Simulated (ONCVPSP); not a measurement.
How hard is this tin (Sn) ONCV potential?

- Element: tin
- Generator: ONCVPSP 4.0.1
- Type: optimised norm-conserving Vanderbilt (ONCV)
- Functional: PBE
- Relativity: non-relativistic
- Frozen core: [Ar] 3d10
- Valence charge: 22
- Reference configuration: 4s2 4p6 4d10 5s2 5p2
- Partial waves: 4s+5s: rc 1.45 bohr, ncon 4, nbas 7, qcut 6.7 1/bohr, 2 projectors; 4p+5p: rc 1.25 bohr, ncon 4, nbas 7, qcut 14 1/bohr, 2 projectors; 4d: rc 1.25 bohr, ncon 3, nbas 7, qcut 14.6 1/bohr, local
- Local potential: the d channel
- Core correction: Teter function, fcfact 5.25, rcfact 1.45

Question: For each optimised wave give the share of its norm inside rc, the residual kinetic energy above qcut (Ha) and the cutoffs (Ha) for errors of 10, 1, 0.1 and 0.01 mHa per electron.

Answer:

```
wave  norm inside rc  residual KE  10 mHa  1 mHa  0.1 mHa  0.01 mHa
  4s           0.967      4.2e-04    11.7   19.9     51.5      65.8
  5s           0.084      6.1e-04     7.9   20.8     55.0      78.9
  4p           0.867      8.5e-08    45.1   59.6     71.4      80.8
  5p           0.028      6.2e-09    14.7   45.7     60.6      72.3
  4d           0.698      6.0e-09    35.2   44.3     51.6      59.7
```

The occupied waves need 60 Ha and 71 Ha for 1 and 0.1 mHa.
